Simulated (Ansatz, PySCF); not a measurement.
ClCu, charge +1, doublet, at a GFN2-xTB geometry (such geometries of metal compounds can be far from the true shape) (the multiplicity is a formal guess). Base run: WB97X-V/6-31G* (PySCF).

Geometry (Å):
```xyz
2

Cu     0.0000     0.0000    -0.8000
Cl     0.0000     0.0000     1.3648
```
Charge +1, spin multiplicity 2.
Orbitals are unrestricted.
All else is at PySCF's defaults.

The same geometry, method and basis name were run in Ansatz (an electronic-structure program) and PySCF, at each program's defaults and at the settings that a row names. The base is PySCF at its defaults. Differences at the defaults can come from grids, fitting, cores and function types together.

| code and settings | ΔE vs base (mEh) | basis functions | E (Eh) | SCF cycles |
|---|---|---|---|---|
| PySCF, defaults (exact integrals, its default grid, spherical functions) | 0.000 | 52 | -2099.81378 | 13 |
| Ansatz, defaults (factorised integrals, its default grid, Cartesian functions) | -5.418 | 55 | -2099.81919 | - |
| PySCF, density fitting with def2-universal-jkfit | 0.002 | 52 | -2099.81377 | 13 |
| PySCF, fine grid | 0.001 | 52 | -2099.81377 | 13 |
| Ansatz, high accuracy, Cartesian functions as the basis file defines them | -5.418 | 55 | -2099.81919 | - |

Open shells are given as the SCF converged; they aren't shown to be the lowest states, and a large step between rows can be another state.
